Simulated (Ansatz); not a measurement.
One elementary step

Start structure (SiAsH7O, closed shell), relaxed at PBE0-D4/def2-TZVP:

Si1  (-1.487, 0.558, 0.598)
H2  (2.542, 1.601, -0.159)
H3  (-2.555, 0.499, -0.442)
H4  (-1.933, -0.240, 1.777)
O5  (-0.439, 1.674, 0.677)
H6  (1.304, -1.339, 0.428)
As7  (0.076, -1.199, -0.425)
H8  (1.838, 1.725, 0.074)
H9  (-0.067, -2.639, -0.866)
H10  (0.720, -0.640, -1.662)
(Å)

The step: SiAsH₅O ([O][SiH2][AsH3]) + H₂ → SiAsH₅O ([OH][SiH2][AsH2]) + H₂; bonds formed: H2–H6, O5–H8; bonds broken: H2–H8, H6–As7. Ansatz 0.2.0; basis: def2-TZVPP and def2-QZVPP; cores frozen in the correlated methods. Filled d shells of the heavier atoms are correlated. The def2 sets are not built for correlating such inner shells, so the correlated values are less sure here. Extrapolation: Hartree–Fock as exp(−7.88 √X), correlation as X^−2.97. Energies below are by CCSD(T) at an estimated basis limit (MP2 extrapolated from triple and quadruple zeta, plus CCSD(T) − MP2 in triple zeta).

Problem. What are the electronic barrier and the energy of the step, from the start structure to the end structure? (To be estimated.)

Solution. The calculation gives: Barrier 25.99 kcal/mol; step energy -41.73 kcal/mol (downhill); reverse barrier, their difference, 67.72 kcal/mol. Barrier and step energy count from the start structure, the reverse barrier from the end structure.

The saddle point: One imaginary mode of 1537i cm⁻¹.
```tsv
pair	start (Å)	saddle (Å)	end (Å)
H2–H6	3.24	1.23	0.75
O5–H8	2.36	1.35	0.96
H2–H8	0.75	0.93	2.31
H6–As7	1.50	1.65	3.55
```

Zero-point energy (harmonic, PBE0-D4): ZPE is 35.69 kcal/mol at the start and 35.75 kcal/mol at the saddle, so the barrier goes from 25.99 to 26.06 kcal/mol.

The T1 diagnostic stays at or below 0.016.

Labels in which every atom is bracketed show which atoms are joined, not bond orders.

For scale, one of the runs: CCSD(T)/def2-TZVPP, 219 basis functions, launched by `ansatz run in.yaml --threads 4 --pin off --events-out ev --progress --plain --max-ram 9574MiB`. Hardware: 4 CPU threads of an Arm Neoverse V1, shared host. Wall time 87 s; peak host memory 3.2 GiB.
